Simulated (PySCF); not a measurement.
## Radial density of Mo³⁸⁺ (molybdenum, charge +38)

MN15, [He] 2s2, closed-shell 1S. All numbers are calculated (PySCF 2.14, scalar relativity by spin-free X2C-1e, in an even-tempered Gaussian basis (19 s from 16 bohr⁻², ratio 2.2; 8 p from 24 bohr⁻², ratio 2.4; 5 d from 72 bohr⁻², ratio 2.4; 5 f from 110 bohr⁻², ratio 2.4; 4 g from 160 bohr⁻², ratio 2.4)).

| r (bohr) | 4πr²ρ (e/bohr) |
| --- | --- |
| 0.0286 | 45.82 |
| 0.0481 | 22.80 |
| 0.0809 | 12.28 |
| 0.136 | 15.36 |
| 0.229 | 3.817 |
| 0.385 | 0.06308 |
| 0.648 | 1.439e-05 |

Densities and radii are taken from the X2C orbitals without a picture-change correction, which distorts them close to the nucleus.
